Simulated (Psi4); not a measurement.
Pair of molecules, SMILES F with SMILES [H][H] (the first has 2 atoms); geometry from B3LYP-D3(BJ)/def2-TZVP, rigid monomers moved along the line of their centres of mass till H2···H3 is 2.75 Å.
(charge 0, multiplicity 1):
```xyz
4

F      0.069     0.092    -0.127
H      0.109     0.082     0.799
H      0.603     0.072     3.506
H     -0.142     0.033     3.539
```

The numbers are results of SAPT0/jun-cc-pV(D+d)Z (Psi4), not measurements.

### Question
Which attractive term is largest, and how does the interaction split up?

### Answer
electrostatics -1.6, exchange 0.5, induction -0.4, dispersion -0.3, total -1.7 kJ/mol; the largest attraction is electrostatics.
